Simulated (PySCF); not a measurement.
A calculated (BLYP, PySCF 2.14, aug-cc-pV(Q+d)Z, no relativity, point nucleus) atom or ion has these occupied shells.

```
shell  electrons  orbital energy (eV)  rms radius, mean of both spins (bohr)
   1s          2              -1806.2                                  0.129
   2s          2              -160.34                                  0.622
   2p          6              -117.42                                  0.603
   3s          2              -28.433                                   2.09
```

**Question.** Name the element and its charge.

**Answer.** Si²⁺ (silicon, charge +2), in [Ne] 3s2, closed-shell 1S.
